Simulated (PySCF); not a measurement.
Screening by computed properties: pick the candidate that meets the target.

Species are written as SMILES; each is one conformer at its optimised geometry, gas phase, non-relativistic unless stated; the electronic structure was computed with PySCF and density fitting.

Dipoles, sizes and rotational constants follow the conformer. The torsions of the flexible species, by atom-mapped SMILES:
- `[CH3:1][CH2:2][CH2:3][SiH2:4][CH:5]1[CH:6]=[CH:7]1`: C1–C2–C3–Si4 178°, C2–C3–Si4–C5 61°, C3–Si4–C5–C6 -155°
- `[CH2:1]=[CH:2][C@H:3]([F:4])[SiH2:5][OH:6]`: C1–C2–C3–F4 14°, C2–C3–Si5–O6 60°, H–O6–Si5–C3 38°
- `[CH:1]#[C:2]/[CH:3]=[N:4]\[CH:5]1[CH2:6][CH2:7]1`: C3–N4–C5–C6 -147°
- `[CH2:1]=[C:2]=[C:3]([CH3:4])[CH2:5][C:6]#[N:7]`: C2–C3–C5–C6 -108°
- `[CH:1]#[C:2][C:3]([CH3:4])([CH3:5])[SiH2:6][CH3:7]`: C2–C3–Si6–C7 59°

The conformers of `FC[C@H]1CCCO1` aren't listed.

Question: Wanted: static isotropic polarisability above 90 au (B3LYP/def2-SVPD) and HOMO–LUMO gap below 6.9 eV (B3LYP/def2-SVPD), at GFN2-xTB geometries. Which candidate meets both?
A. `CCC[SiH2]C1C=C1`
B. `FC[C@H]1CCCO1`
C. `C=C[C@H](F)[SiH2]O`
D. `C#C/C=N\C1CC1`
E. `C=C=C(C)CC#N`

Answer: A. Computed values:
```csv
species,static isotropic polarisability,HOMO–LUMO gap
FC[C@H]1CCCO1,63.0 au,7.49 eV
C=C[C@H](F)[SiH2]O,68.2 au,6.82 eV
C=C=C(C)CC#N,78.4 au,7.01 eV
C#C/C=N\C1CC1,81.2 au,5.56 eV
CCC[SiH2]C1C=C1,96.3 au,6.03 eV
```

Question: Wanted: lowest triplet excitation (Tamm–Dancoff) below 4.5 eV (TDA B3LYP/def2-SVPD) and HOMO energy above -6.8 eV (B3LYP/def2-SVPD), at GFN2-xTB geometries. Which candidate meets both?
A. `CCC[SiH2]C1C=C1`
B. `C=C[C@H](F)[SiH2]O`
C. `C=C=C(C)CC#N`
D. `C#CC(C)(C)[SiH2]C`

Answer: A. Computed values:
| species | lowest triplet excitation (Tamm–Dancoff) | HOMO energy |
| --- | --- | --- |
| CCC[SiH2]C1C=C1 | 3.67 eV | -6.55 eV |
| C=C[C@H](F)[SiH2]O | 4.40 eV | -7.18 eV |
| C=C=C(C)CC#N | 4.62 eV | -7.43 eV |
| C#CC(C)(C)[SiH2]C | 5.43 eV | -7.08 eV |
